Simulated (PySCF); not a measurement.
# Eu²⁺ (europium, charge +2) across methods

[Xe] 4f7, high-spin 8S determinant. Computed with PySCF 2.14 in cc-pVDZ-X2C, with scalar relativity by spin-free X2C-1e.

```csv
method,E (hartree),mean ε 5p α (eV),mean ε 5p β (eV),mean ε 4f α (eV),Σ⟨r²⟩ (bohr²),⟨S²⟩
UHF,-10839.04500,-44.261,-40.813,-27.631,39.46,15.759
PBE,-10842.69,-37.841,-35.526,-17.217,39.88,15.755
LDA,-10834.76,-38.007,-35.775,-17.416,39.83,15.754
r2SCAN,-10843.01,-38.665,-35.994,-17.391,39.67,15.759
```

Q: Estimate the same row for PBE0.

A: E (hartree) = -10842.65; mean ε 5p α (eV) = -39.690; mean ε 5p β (eV) = -37.176; mean ε 4f α (eV) = -19.954; Σ⟨r²⟩ (bohr²) = 39.63; ⟨S²⟩ = 15.755.

Spin-orbit coupling, which splits the p, d and f shells strongly at this Z, is absent.
